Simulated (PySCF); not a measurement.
## PW91 on N (nitrogen, neutral)

Configuration: [He] 2s1 2p4, high-spin 4P determinant (an excited configuration). Calculation: PySCF 2.14, in ANO-RCC-VTZP (4s3p2d1f, 30 functions); the spin-free X2C one-electron Hamiltonian (Gaussian nucleus).

- Total energy: -54.2236 hartree
- One-electron energy: -73.4213 hartree
- Hartree (Coulomb) energy: 25.9545 hartree
- Exchange-correlation energy: -6.7567 hartree
- ⟨S²⟩: 3.7574
- ⟨L²⟩: 2.010
- Sum of ⟨r⟩: 7.537 bohr
- Sum of ⟨r²⟩: 13.08 bohr²
- Traceless quadrupole moment −½Σ⟨3z² − r²⟩ along its main axis: -1.29 e·bohr²
- Langevin diamagnetic susceptibility: -10.4 ×10⁻⁶ cm³/mol

```
shell  electrons  mean orbital energy (hartree)  spread (hartree)  rms radius, mean of both spins (bohr)
 1s α          1                      -14.16713                 0                                  0.267
 1s β          1                      -14.09772                 0                                  0.267
 2s α          1                       -0.75679                 0                                   1.43
 2p α          3                       -0.32793           0.06157                                   1.65
 2p β          1                       -0.19017                 0                                   1.65
```
